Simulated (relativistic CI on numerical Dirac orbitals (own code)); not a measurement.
**How well does a small relativistic CI reproduce Nb?**

Computed by Dirac-Coulomb-Breit CI, separate exchange-only KLI orbitals for each configuration, model QED (radiative potential, 1s self-energy scaled to tabulated hydrogen-like ionisation energies), valence Slater integrals scaled by 0.85, P86 correlation energy added to each configuration (own radial code, finite nucleus).

Configuration list (outside the closed core [Kr]): 4d⁴5s, 4d³5s², 4d⁴5p, 4d³5s5p, 4d⁵, 4d²5s²5p, 4d⁴5d, 4d²5s5p², 4d³5s4f, 4d⁴6s, 4d³5s6p, 4d³5s6s, 4d³5p², 4d³5s7s, 4d³5s5d, 4d⁴6p. Levels of other configurations are missing.

| Configuration | Term (tabulated) | J | Measured (cm⁻¹) | Computed | Error | Purity (%) |
| --- | --- | --- | --- | --- | --- | --- |
| 4d⁴5s | a 6D | 1/2 | 0.0 | 0 | 0 | 98 |
| 4d⁴5s | a 6D | 3/2 | 154.2 | 127 | -27 | 98 |
| 4d⁴5s | a 6D | 5/2 | 392.0 | 330 | -62 | 98 |
| 4d⁴5s | a 6D | 7/2 | 695.2 | 598 | -98 | 98 |
| 4d⁴5s | a 6D | 9/2 | 1050.3 | 921 | -129 | 98 |
| 4d³5s² | a 4F | 3/2 | 1142.8 | 1765 | 622 | 85 |
| 4d³5s² | a 4F | 5/2 | 1586.9 | 2172 | 586 | 85 |
| 4d³5s² | a 4F | 7/2 | 2154.1 | 2703 | 549 | 85 |
| 4d³5s² | a 4F | 9/2 | 2805.4 | 3327 | 522 | 84 |
| 4d⁴5s | a 4D | 1/2 | 8410.9 | 9589 | 1179 | 85 |
| 4d⁴5s | a 4D | 3/2 | 8705.3 | 9825 | 1120 | 86 |
| 4d⁴5s | a 4D | 5/2 | 9043.1 | 10142 | 1098 | 86 |
| 4d⁴5s | a 4D | 7/2 | 9497.5 | 10564 | 1067 | 86 |
| 4d⁴5p | y 6F° | 1/2 | 23984.9 | 22595 | -1390 | 90 |
| 4d⁴5p | y 6F° | 3/2 | 24164.8 | 22759 | -1405 | 59 |
| 4d⁴5p | y 6F° | 5/2 | 24396.8 | 22883 | -1514 | 61 |
| 4d⁴5p | y 6F° | 7/2 | 24769.9 | 23192 | -1578 | 76 |
| 4d⁴5p | y 6F° | 9/2 | 25199.8 | 23576 | -1624 | 83 |
| 4d⁴5p | y 6F° | 11/2 | 25680.4 | 24047 | -1633 | 92 |

Measured levels from NIST Handbook of Basic Atomic Spectroscopic Data (Sansonetti and Martin, J. Phys. Chem. Ref. Data 34, 1559 (2005)); pairs were made by configuration, J and term (by order where the table uses no LS term), so strongly mixed levels may be paired wrongly.

Mean error by configuration (cm⁻¹): 4d⁴5s 518; 4d³5s² 570; 4d⁴5p -1524. Over the excited levels the mean absolute error is 900 cm⁻¹ (18 of the 26 excited levels that our extract of the source holds in range could be paired, and the others can miss by more), and the median relative error of those above 1,000 cm⁻¹ is 12 %.
